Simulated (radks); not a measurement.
Ionisation ladder of promethium, from Pm XLVII to Pm LIII. Each ion is in the ground configuration listed by NIST, and IE = E(next ion) - E(this ion). Calculated with a radial shooting solver on a logarithmic mesh with Libxc functionals: Dirac Kohn-Sham, PBE, spin-unpolarised, spherical densities, finite nucleus; open shells are shared between the two j in proportion to 2j + 1; Fermi nuclear charge, rms radius 4.962 fm.

| species | configuration | E (hartree) | IE, Delta-SCF (eV) | -e(HOMO) (eV) | HOMO | <r> HOMO (bohr) | IE, NIST (eV) | kind | error (eV) |
|---|---|---|---|---|---|---|---|---|---|
| Pm XLVII | [Ne] 3s2 3p3 | -8011.9332 | 3870.8 | 3771.9 | 3p3/2 | 0.233 | 3816 | theory | +54.8 |
| Pm XLVIII | [Ne] 3s2 3p2 | -7869.6833 | 3970.9 | 3871.2 | 3p3/2 | 0.232 | 4056 | theory | -85.1 |
| Pm XLIX | [Ne] 3s2 3p1 | -7723.7546 | 4071.1 | 3970.7 | 3p3/2 | 0.230 | 4166 | theory | -94.9 |
| Pm L | [Ne] 3s2 | -7574.1461 | 4389.1 | 4341.2 | 3s1/2 | 0.233 | 4371 | theory | +18.1 |
| Pm LI | [Ne] 3s1 | -7412.8509 | 4485.0 | 4436.9 | 3s1/2 | 0.232 | 4476 | theory | +9.0 |
| Pm LII | [Ne] | -7248.0303 | 10330.6 | 9998.7 | 2p3/2 | 0.0869 | 10115 | theory | +215.6 |
| Pm LIII | [He] 2s2 2p5 | -6868.3863 | 10606.7 | 10270.4 | 2p3/2 | 0.0863 | 10378 | theory | +228.7 |

Reference values: NIST Atomic Spectra Database (exp. = measured, semi-emp. = semi-empirical, theory = theoretical value adopted there). The ionisation energy per charge of the ion left behind rises most, in proportion, at Pm LII ([Ne]), from 87.941 to 198.67 eV. Spin polarisation and multiplet splitting are left out, so open shells lie too high by an amount that depends on their filling. Sharing an open shell by 2j + 1 raises it above the true ground level by a part of the spin-orbit splitting, which enters the differences from NIST.

Beside tabulated values, note that spin-unpolarised runs miss the spin-polarisation part of the exchange energy of open shells.
